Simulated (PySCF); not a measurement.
LDA on Al (aluminium, neutral), [Ne] 3s2 3d1, 2D determinant (an excited configuration). All numbers are calculated (PySCF 2.14, scalar relativity by spin-free X2C-1e, in aug-cc-pVDZ-DK).

```
cycle= 1 E= -241.56967976904  delta_E= -0.00381  |g|= 0.0142  |ddm|= 0.369
cycle= 2 E= -241.569747981604  delta_E= -6.82e-05  |g|= 0.00235  |ddm|= 0.0423
cycle= 3 E= -241.569749735684  delta_E= -1.75e-06  |g|= 7.83e-05  |ddm|= 0.00443
cycle= 4 E= -241.569749743704  delta_E= -8.02e-09  |g|= 1.28e-05  |ddm|= 0.000923
cycle= 5 E= -241.569749743957  delta_E= -2.53e-10  |g|= 1.34e-07  |ddm|= 0.000189
converged SCF energy = -241.569749743957  <S^2> = 0.75035902  2S+1 = 2.000359
```

Highest occupied orbital energy: 0.312 eV; ⟨L²⟩ = 6.00; populations by l: s 6.00, p 6.00, d 1.00.

Question: Can this result be used?

Answer: Not for this state. Self-consistency was reached. The outer electron is Rydberg-like, and this basis confines it to a smaller radius and binds it less than a complete one would. At LDA the highest occupied level has a positive energy, so only the finite basis holds that electron; for this excited configuration the basis is too tight for the outer shell.
